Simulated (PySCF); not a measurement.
# Ionisation energy of Ge²⁷⁺ by level of theory

Ge²⁷⁺ [He] 2s2 2p1 (2P) → Ge²⁸⁺ [He] 2s2 (1S), as a difference of total energies. Computed with PySCF 2.14 in an uncontracted even-tempered set (19 s from 7 bohr⁻², ratio 2.2; 12 p from 9.1 bohr⁻², ratio 2.2; 6 d from 38 bohr⁻², ratio 2.4; 5 f from 56 bohr⁻², ratio 2.4; 4 g from 85 bohr⁻², ratio 2.4), with scalar relativity by spin-free X2C-1e. Correlated levels: nothing frozen; virtual orbitals above 40 to 60 times the deepest correlated orbital energy dropped. The calculations carry no spin-orbit coupling.

```
                 method  ionisation energy (eV)
                    UHF                  2861.3
                    LDA                  2858.3
                    PBE                  2862.3
                   MN15                  2860.6
                   TPSS                  2863.7
    MP2 (all electrons)                  2860.6
SCS-MP2 (all electrons)                  2860.3
```

**Question.** Estimate what PBE0 gives.

**Answer.** 2862.3 eV, closest to PBE among the rows shown.

**Question.** Estimate what r2SCAN gives.

**Answer.** 2863.6 eV, closest to TPSS among the rows shown.

A first-order spin-orbit estimate (lowest level to lowest level, LS coupling) adds 24.407 eV.

For this ion Breit and QED terms and the two-electron picture change, all absent here, outweigh the differences among the correlated methods.

For comparison: 2881.9 ± 1.6 eV (semi-empirical (NIST evaluation); NIST Atomic Spectra Database, ionization energies).
